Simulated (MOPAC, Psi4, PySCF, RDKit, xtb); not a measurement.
Two geometries of SMILES F[SiH2][SiH2]S, singlet, relaxed at B3LYP-D3(BJ)/def2-SVP with one dihedral held; other torsions can differ between them too.

Structure A

```
9

F      2.6189    -0.2920     0.9777
Si     1.4464     0.6028     0.2739
Si    -0.5411    -0.6639     0.1595
S     -1.9679     0.4970     1.3059
H      1.9205     0.9949    -1.0833
H      1.2282     1.8203     1.1042
H     -0.3365    -2.0260     0.7337
H     -0.9938    -0.8237    -1.2549
H     -3.0269    -0.3146     1.0718
```

Structure B

```
9

F     -2.6483    -0.3232     0.9833
Si    -1.4895     0.5671     0.2508
Si     0.4868    -0.7005     0.0824
S      1.4301     0.0652    -1.7138
H     -1.9776     0.9337    -1.1082
H     -1.2713     1.8011     1.0558
H      1.3693    -0.4906     1.2674
H      0.1784    -2.1571    -0.0173
H      2.6407    -0.4936    -1.4781
```

Which is lower in energy at the level DF-MP2 (frozen core)/cc-pVTZ // B3LYP-D3(BJ)/def2-SVP (Psi4 1.11), and by how much?

B is lower, by 0.42 kcal/mol (dihedral F1–Si2–Si3–S4: 120° in A, 150° in B).

E(B) − E(A) in kcal/mol at the other levels, on the same two geometries: MMFF94 // B3LYP-D3(BJ)/def2-SVP (RDKit) -0.66; PBE0/def2-TZVP // B3LYP-D3(BJ)/def2-SVP (Psi4) -0.36; PBE0-D3(BJ)/def2-TZVP // B3LYP-D3(BJ)/def2-SVP (Psi4) -0.36; PBE/def2-TZVP // B3LYP-D3(BJ)/def2-SVP (Psi4) -0.33; PBE-D3(BJ)/def2-TZVP // B3LYP-D3(BJ)/def2-SVP (Psi4) -0.33; wB97X-D/def2-TZVP // B3LYP-D3(BJ)/def2-SVP (Psi4) -0.42; HF/cc-pVTZ // B3LYP-D3(BJ)/def2-SVP (Psi4) -0.38; UFF // B3LYP-D3(BJ)/def2-SVP (RDKit) -0.67; PM3, restricted, heats of formation // B3LYP-D3(BJ)/def2-SVP (MOPAC) 0.22; PM7, restricted, heats of formation // B3LYP-D3(BJ)/def2-SVP (MOPAC) -0.58; GFN1-xTB // B3LYP-D3(BJ)/def2-SVP (xtb) -0.27; restricted B3LYP/6-31G*, spherical d // B3LYP-D3(BJ)/def2-SVP (PySCF) -0.40; restricted Hartree-Fock/6-31G*, spherical d // B3LYP-D3(BJ)/def2-SVP (PySCF) -0.43; restricted B3LYP/6-311+G**, spherical d, density fitting // B3LYP-D3(BJ)/def2-SVP (PySCF) -0.41; restricted M06-2X/6-31G*, spherical d // B3LYP-D3(BJ)/def2-SVP (PySCF) -0.37.
